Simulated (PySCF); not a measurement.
PBE0 on Hf⁺ (hafnium, charge +1), [Xe] 4f14 5d1 6s2, 2D determinant. Computed with PySCF 2.14 in aug-cc-pVTZ-PP with one added diffuse shell each of s, p, d, f, g type with ECP60MDF (7s7p6d4f3g, 113 functions), with a scalar-relativistic core potential.

```
cycle= 1 E= -48.1686801681358  delta_E= -0.00688  |g|= 0.0247  |ddm|= 0.201
cycle= 2 E= -48.1710438039137  delta_E= -0.00236  |g|= 0.0139  |ddm|= 0.114
cycle= 3 E= -48.17334166474  delta_E= -0.0023  |g|= 0.0149  |ddm|= 0.108
cycle= 4 E= -48.1743823405179  delta_E= -0.00104  |g|= 0.0147  |ddm|= 0.0485
cycle= 5 E= -48.1771775263423  delta_E= -0.0028  |g|= 0.0239  |ddm|= 0.579
cycle= 6 E= -48.17951974747  delta_E= -0.00234  |g|= 0.00233  |ddm|= 0.216
cycle= 7 E= -48.1794706910472  delta_E= 4.91e-05  |g|= 0.00266  |ddm|= 0.0277
cycle= 8 E= -48.1795288593612  delta_E= -5.82e-05  |g|= 0.000248  |ddm|= 0.0322
cycle= 9 E= -48.1795288626152  delta_E= -3.25e-09  |g|= 0.000242  |ddm|= 0.000408
cycle= 10 E= -48.1795292910587  delta_E= -4.28e-07  |g|= 6.97e-05  |ddm|= 0.00223
cycle= 11 E= -48.1795293283307  delta_E= -3.73e-08  |g|= 1.64e-06  |ddm|= 0.000891
cycle= 12 E= -48.1795293283287  delta_E= 2.03e-12  |g|= 1.52e-06  |ddm|= 3.69e-05
converged SCF energy = -48.1795293283287  <S^2> = 1.3864075  2S+1 = 2.5584429
```

Highest occupied orbital energy: -12.163 eV; ⟨L²⟩ = 8.51; populations by l: s 3.58, p 6.00, d 1.42, f 0.00.

Problem. Can this result be used?

Solution. Not for this state. Self-consistency was reached. ⟨L²⟩ = 8.51 against 6 for a pure D term, so this real determinant mixes terms. Energies and moments cover only the electrons outside the core potential. Spin-orbit coupling, absent here, splits the open shell strongly. ⟨S²⟩ = 1.39 against 0.75 shows spin contamination. The s, p, d and f populations moved away from the nominal configuration during the SCF.
